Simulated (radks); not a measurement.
Excited configurations of La: one electron is placed in a higher orbital outside [Xe] 5d2. The ground configuration is [Xe] 5d1 6s2. Calculated with a radial shooting solver on a logarithmic mesh with Libxc functionals: scalar-relativistic Kohn-Sham, PBE, spin-polarised, spherical densities, finite nucleus; open shells are filled with parallel spins first (spin-orbit coupling, left out, can overturn this in heavy ions); Fermi nuclear charge, rms radius 4.855 fm. Excitation = E - E(ground); binding = E(ion) - E, where the ion is the core of charge +1; n* = 1/sqrt(2 binding) in atomic units, and the quantum defect is n - n*.

outer orbital  excitation (eV)  binding (eV)     n*  quantum defect  eigenvalue (eV)  <r> (bohr)
5f                       4.604         0.979  3.728           1.272           -0.472       16.31
6s                      -0.017         5.599  1.559           4.441           -3.492       4.495
6p                       2.261         3.322  2.024           3.976           -1.759       6.046
6d                       4.041         1.542  2.971           3.029           -0.793       11.47
6f                       4.889         0.694  4.428           1.572           -0.404       27.53
7s                       3.474         2.109  2.540           4.460           -1.312       10.62
7p                       3.985         1.598  2.918           4.082           -0.972       13.32
7d                       4.608         0.975  3.736           3.264           -0.576       21.04
7f                       5.069         0.514  5.145           1.855           -0.325       40.92

The Delta-SCF ionisation energy is 5.583 eV (NIST Atomic Spectra Database: 5.577 eV, measured). Self-interaction in the functional shifts the binding energies and quantum defects, so they are the method's values and not measured ones. Open shells are spherical and high-spin; term and fine-structure splittings are not resolved. Spin-orbit splitting is averaged out at the scalar-relativistic level. A negative excitation energy means that this level of theory puts the configuration below the NIST ground configuration.
